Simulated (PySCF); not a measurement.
## Orbital picture of CaSn

PBE0 at R = 3.010 Å; Ca x2c-SVPall, Sn x2c-SVPall; spin-free X2C with a Gaussian nucleus (PySCF 2.14). State: ³Π (triplet), unpaired electrons σ ↑, π ↑, a second solution, started from another occupation. Only the outer orbitals are listed, counted within each symmetry.

```
spin  orbital  occ.  ε (eV)  on Ca (%)            main shells (%)
   α      15σ     1  -11.82          8                    92 Sn s
   α      16σ     1   -5.32         41           56 Sn p, 39 Ca s
   α       8π     1   -4.85         12                    88 Sn p
   α      17σ     1   -3.70         77  54 Ca s, 24 Sn p, 16 Ca p
   α       8π     0   -3.13         15            85 Sn p, 8 Ca d
   α       9π     0   -0.56        100           57 Ca p, 43 Ca d
   α      18σ     0   -0.55         90           76 Ca d, 15 Ca p
   β      15σ     1  -10.81         10                    90 Sn s
   β      16σ     1   -4.59         45           51 Sn p, 42 Ca s
   β       8π     0   -2.79         18           82 Sn p, 10 Ca d
   β       8π     0   -2.11         23  76 Sn p, 14 Ca d, 10 Ca p
   β      17σ     0   -1.85         78  58 Ca s, 24 Sn p, 11 Ca p
```

Task: Which are the highest filled and the lowest empty level, where do they sit, and how wide is the gap?

Result: Highest filled α 17σ at -3.70 eV (in %: 54 Ca s, 24 Sn p, 16 Ca p); lowest empty α 8π at -3.13 eV (in %: 85 Sn p, 8 Ca d); the gap at PBE0 is 0.57 eV.

```
bond order (Mayer)                               : 1.09
⟨S²⟩                                             : 2.004
charge on Ca (Mulliken, basis-dependent)         : 0.09
charge on Ca (Löwdin, basis-dependent)           : 0.00
dipole moment (positive dipole means Ca(−)Sn(+)) : -2.10 D
```

Spin–orbit coupling is left out.
